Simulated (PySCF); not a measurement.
**Working out the ionisation energy of As**

As [Ar] 3d10 4s2 4p3 (4S) → As⁺ [Ar] 3d10 4s2 4p2 (3P). Calculation: PySCF 2.14, in cc-pVDZ-PP with ECP10MDF; a scalar-relativistic core potential. Frozen: 3s2 3p6 3d10. Energies in hartree (1 hartree = 27.21139 eV):

```json
{"part": "UHF", "As (lower)": "-331.197352", "As⁺ (upper)": "-330.850759"}
{"part": "CCSD correlation", "As (lower)": "-0.069280", "As⁺ (upper)": "-0.058690"}
{"part": "(T)", "As (lower)": "-0.000699", "As⁺ (upper)": "-0.000614"}
```

Q: What does Hartree-Fock give?

A: (-330.850759) − (-331.197352) = 0.346593 hartree = 9.431 eV.

Q: What do CCSD and CCSD(T) give?

A: The CCSD correlation energies differ by 0.010590 hartree = 0.288 eV and the triples by 0.000085 hartree = 0.002 eV, so CCSD gives 9.719 eV and CCSD(T) 9.721 eV.

Measured between the centres of the two terms (NIST): 10.008 eV, so CCSD(T) (valence) is off by -0.287 eV.

A double-zeta basis recovers only part of the correlation energy.

What remains against the reference includes basis incompleteness, the frozen core and higher excitations.
